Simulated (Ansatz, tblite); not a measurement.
Removing and adding an electron: Sn(OH)4 (SnO₄H₄). Total charge 0; singlet. Geometry: r2SCAN-D4/def2-SVP. Ansatz, gas phase; energy differences of separate SCF runs; the oxidised species was run as a doublet alone; the reduced species was run as a doublet alone.

Cartesian coordinates in Å:
```
Sn 0.0005 -0.0002 0.0003
O -1.2268 -1.5296 -0.2256
H -0.9166 -2.2850 0.2965
O -0.1760 1.0742 -1.6462
H -0.4233 0.5045 -2.3904
O 1.7707 -0.7861 0.3817
H 2.3068 -0.1642 0.8968
O -0.3674 1.2420 1.4898
H -0.9677 1.9445 1.1972
```

In the def2 sets Sn takes a core potential; there is no spin–orbit coupling. The xTB rows come from tblite. HOMO above LUMO, or a gap near zero within one spin, warns that the state may not be the lowest or that an electron is smeared out.

```json
{"level": "GFN1-xTB", "−HOMO (eV)": "14.12", "vertical IE (eV)": "17.43", "−LUMO (eV)": "9.85", "vertical EA (eV)": "6.60", "HOMO–LUMO gap (eV)": "4.26", "IE − EA (eV)": "10.83", "remarks": "–"}
{"level": "GFN2-xTB", "−HOMO (eV)": "12.78", "vertical IE (eV)": "15.91", "−LUMO (eV)": "8.46", "vertical EA (eV)": "5.27", "HOMO–LUMO gap (eV)": "4.32", "IE − EA (eV)": "10.64", "remarks": "–"}
{"level": "PBE-D4/def2-TZVP", "−HOMO (eV)": "7.38", "vertical IE (eV)": "10.37", "−LUMO (eV)": "2.89", "vertical EA (eV)": "–", "HOMO–LUMO gap (eV)": "4.49", "IE − EA (eV)": "–", "remarks": "gap within one spin near zero (+1 doublet)"}
{"level": "PBE-D4/def2-TZVPD", "−HOMO (eV)": "7.50", "vertical IE (eV)": "–", "−LUMO (eV)": "3.06", "vertical EA (eV)": "0.74", "HOMO–LUMO gap (eV)": "4.44", "IE − EA (eV)": "–", "remarks": "HOMO above zero (-1 doublet)"}
{"level": "r2SCAN-D4/def2-TZVP", "−HOMO (eV)": "7.80", "vertical IE (eV)": "10.67", "−LUMO (eV)": "2.63", "vertical EA (eV)": "–", "HOMO–LUMO gap (eV)": "5.17", "IE − EA (eV)": "–", "remarks": "gap within one spin near zero (+1 doublet)"}
{"level": "r2SCAN-D4/def2-TZVPD", "−HOMO (eV)": "7.88", "vertical IE (eV)": "–", "−LUMO (eV)": "2.75", "vertical EA (eV)": "0.51", "HOMO–LUMO gap (eV)": "5.12", "IE − EA (eV)": "–", "remarks": "HOMO above zero (-1 doublet)"}
{"level": "PBE0-D4/def2-TZVP", "−HOMO (eV)": "9.16", "vertical IE (eV)": "11.21", "−LUMO (eV)": "1.93", "vertical EA (eV)": "–", "HOMO–LUMO gap (eV)": "7.23", "IE − EA (eV)": "–", "remarks": "–"}
{"level": "PBE0-D4/def2-TZVPD", "−HOMO (eV)": "9.24", "vertical IE (eV)": "–", "−LUMO (eV)": "2.12", "vertical EA (eV)": "0.54", "HOMO–LUMO gap (eV)": "7.12", "IE − EA (eV)": "–", "remarks": "HOMO above zero (-1 doublet)"}
```

   A HOMO above zero means that the electron is unbound at that level or that self-interaction error raises the level; the energy of removing that electron tells which. Raw xTB energy differences between charge states are shifted by several eV; the methods need an empirical correction for them.
